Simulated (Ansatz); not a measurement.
Two isomers of CH3F2NSi: A = `C=N[SiH](F)F`, B = `FC(F)=N[SiH3]`.

Program: Ansatz. Geometries: PBE0-D4/def2-TZVP. ΔE: electronic, gas phase. CCSD(T)/CBS adds triple-zeta CCSD(T) − MP2 to the extrapolated MP2 energy (def2 sets, frozen cores). Functionals use def2-TZVPP. B3LYP here is the variant with VWN-RPA as its local correlation; programs differ in this. One conformer a species, not always the lowest.

A:

Z-matrix (Å, degrees):
```
Si
N 1 1.711
F 1 1.582 2 107.9
F 1 1.591 2 112.8 3 -117.6
H 1 1.468 2 110.9 3 120.1
C 2 1.258 1 127.4 3 120.2
H 6 1.096 2 120.1 1 179.2
H 6 1.099 2 124.1 1 -0.9
```

B:

Z-matrix (Å, degrees):
```
Si
N 1 1.734
H 1 1.486 2 113.0
H 1 1.481 2 107.1 3 121.0
H 1 1.482 2 107.1 3 -121.0
C 2 1.224 1 131.4 3 0.1
F 6 1.323 2 128.3 1 -0.0
F 6 1.312 2 124.7 1 -180.0
```

Which is lower in electronic energy at CCSD(T)/CBS, and by how much? (Best estimate.)

Ansatz gave: A, by 90.1 kcal/mol.

Give E(B) − E(A) in kcal/mol with PBE0-D4, BLYP-D4, CCSD(T)/def2-SVP, B3LYP, CCSD(T)/def2-TZVPP, LDA (SPW92), ωB97M-V. (Best estimate.)

Computed: PBE0-D4 79.9, BLYP-D4 82.1, CCSD(T)/def2-SVP 73.4, B3LYP 83.8, CCSD(T)/def2-TZVPP 87.0, LDA (SPW92) 73.5, ωB97M-V 84.2. None reverses the order clearly.

Does the order hold for the free energy at 298.15 K (harmonic terms from PBE0-D4)? (Estimate.)

Computed: Yes: G(B) − G(A) = +86.9 kcal/mol, for one conformer each.

Largest T1 diagnostic: 0.013.

From BLYP to BHLYP (50 % exact exchange), in def2-TZVPP and without D4, E(B) − E(A) moves by +5.6 kcal/mol. Leaving LDA and LC-ωPBE aside and taking each functional with its dispersion term where it has one, the values, not all of them listed here, spread over 10.6 kcal/mol, from PBE-D4 to BHLYP-D4. LDA lies −3.2 kcal/mol from PBE without D4.
